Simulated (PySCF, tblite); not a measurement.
Isomers of C6H14Si3. Method: GFN2-xTB as coded in tblite; computed harmonic values from a numerical Hessian at the method's own geometry, unscaled. The method is semi-empirical: single wavenumbers can be off by several per cent or more. Modes of hydrogen on silicon can be 10 to 20 % off. One conformer each.

Electronic energies: PBE0/pcSseg-1 single points on the GFN2-xTB geometries (PySCF, gas phase).

```
                              SMILES  electronic energy, lowest = 0 (kJ/mol)
  C#C[SiH2][Si@H]1C[C@@H](C[SiH3])C1                                    46.8
C#C[Si@@H](C=C)[C@@H]([SiH3])[SiH2]C                                     0.0
   C=C[SiH2][C@@H]([SiH3])[SiH2]C#CC                                     6.6
        C=CCC#C[Si@H](C)[SiH2][SiH3]                                    25.1
       C[Si@H](C#CC1CC1)[SiH2][SiH3]                                    22.0
```

**Question.** How do GFN2-xTB zero-point energies change the relative energies?

**Answer.** 
```json
{"SMILES": "C#C[Si@@H](C=C)[C@@H]([SiH3])[SiH2]C", "ZPE (kJ/mol)": "425.9", "of it from modes above 1550 cm⁻¹": "249.4", "electronic (kJ/mol)": "0.0", "with ZPE, lowest = 0 (kJ/mol)": "0.0", "lowest mode (cm⁻¹)": "26", "rings": "0"}
{"SMILES": "C=C[SiH2][C@@H]([SiH3])[SiH2]C#CC", "ZPE (kJ/mol)": "422.2", "of it from modes above 1550 cm⁻¹": "242.6", "electronic (kJ/mol)": "6.6", "with ZPE, lowest = 0 (kJ/mol)": "2.8", "lowest mode (cm⁻¹)": "17i", "rings": "0"}
{"SMILES": "C[Si@H](C#CC1CC1)[SiH2][SiH3]", "ZPE (kJ/mol)": "435.0", "of it from modes above 1550 cm⁻¹": "238.5", "electronic (kJ/mol)": "22.0", "with ZPE, lowest = 0 (kJ/mol)": "31.0", "lowest mode (cm⁻¹)": "17i", "rings": "1"}
{"SMILES": "C=CCC#C[Si@H](C)[SiH2][SiH3]", "ZPE (kJ/mol)": "430.4", "of it from modes above 1550 cm⁻¹": "247.4", "electronic (kJ/mol)": "25.1", "with ZPE, lowest = 0 (kJ/mol)": "29.6", "lowest mode (cm⁻¹)": "13", "rings": "0"}
{"SMILES": "C#C[SiH2][Si@H]1C[C@@H](C[SiH3])C1", "ZPE (kJ/mol)": "437.2", "of it from modes above 1550 cm⁻¹": "237.0", "electronic (kJ/mol)": "46.8", "with ZPE, lowest = 0 (kJ/mol)": "58.1", "lowest mode (cm⁻¹)": "2", "rings": "1"}
```

The zero-point energies span 15.0 kJ/mol, from `C=C[SiH2][C@@H]([SiH3])[SiH2]C#CC` to `C#C[SiH2][Si@H]1C[C@@H](C[SiH3])C1`. Slightly imaginary modes are left out of the zero-point energy: `C=C[SiH2][C@@H]([SiH3])[SiH2]C#CC` 16.6i cm⁻¹ and `C[Si@H](C#CC1CC1)[SiH2][SiH3]` 16.5i cm⁻¹. The lowest isomer stays, but the order above it changes.

**Question.** And how do the electronic energies of GFN2-xTB itself compare?

**Answer.** `C#C[Si@@H](C=C)[C@@H]([SiH3])[SiH2]C` 67.6; `C=C[SiH2][C@@H]([SiH3])[SiH2]C#CC` 16.2; `C[Si@H](C#CC1CC1)[SiH2][SiH3]` 1.1; `C=CCC#C[Si@H](C)[SiH2][SiH3]` 30.7; `C#C[SiH2][Si@H]1C[C@@H](C[SiH3])C1` 0.0 kJ/mol, lowest = 0. Against the energies above, taken from the same isomer `C#C[Si@@H](C=C)[C@@H]([SiH3])[SiH2]C`, the largest difference is 114.4 kJ/mol.
